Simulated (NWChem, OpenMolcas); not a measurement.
## How basis sets differ on AlSnSiH7 (SMILES [SiH3][AlH][SnH3])

AlSnSiH7 has 10 atoms, charge 0, and is taken as a singlet. As SMILES, `[SiH3][AlH][SnH3]`. Geometry: relaxed at PBE0-D4/def2-TZVP.

Quantity: the dipole moment, in D. The values are calculated.

```csv
level,kind,program,value (D)
HF/ANO-R0 (sfX2C),Hartree–Fock,OpenMolcas,0.97
HF/ANO-RCC-MB (DKH2),Hartree–Fock,OpenMolcas,1.04
HF/STO-3G,Hartree–Fock,OpenMolcas,1.18
HF/3-21G,Hartree–Fock,OpenMolcas,0.83
HF/def2-SVP (core potential),Hartree–Fock,OpenMolcas,0.84
HF/def2-TZVP (core potential),Hartree–Fock,NWChem,0.89
```

All-electron rows without a relativistic Hamiltonian named are non-relativistic, while core potentials hold scalar relativity, so basis and relativity change together. The values span 0.83 to 1.18 D. Magnitudes only. Sets without polarisation functions give poor dipoles.
